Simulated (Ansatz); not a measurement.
Computed with Ansatz.

A structure relaxed at PBE0-D4/def2-TZVP, charge 0, multiplicity 1:

```
atom    x (Å)    y (Å)    z (Å)
  O1   1.0803  -1.2748   0.9753
 Ge2   0.4555   0.3596   1.3915
  N3  -0.8744   0.6299   0.1809
 Si4  -0.7974   0.2298  -1.4838
  O5   0.5442  -0.6437  -1.7422
  F6  -2.1411  -0.5589  -1.8330
  H7   1.9737  -1.4329   1.2896
  H8  -0.1429   0.3709   2.8063
  H9   1.6313   1.3384   1.2300
 H10  -1.7861   0.7906   0.5825
 H11  -0.7726   1.3774  -2.4066
 H12   0.8295  -1.1863  -0.9907
```

Problem. Give its formula and SMILES.

Solution. FGeH6NO2Si, `[OH][GeH2][NH][SiH](O)F`.

Problem. Summarise the bond lengths by kind.

Solution. 1 × Ge–O 1.799 Å; 2 × H–O 0.960 to 0.970 Å; 1 × Ge–N 1.819 Å; 2 × Ge–H 1.536 to 1.538 Å; 1 × N–Si 1.714 Å; 1 × H–N 1.009 Å; 1 × O–Si 1.622 Å; 1 × F–Si 1.597 Å; 1 × H–Si 1.473 Å.
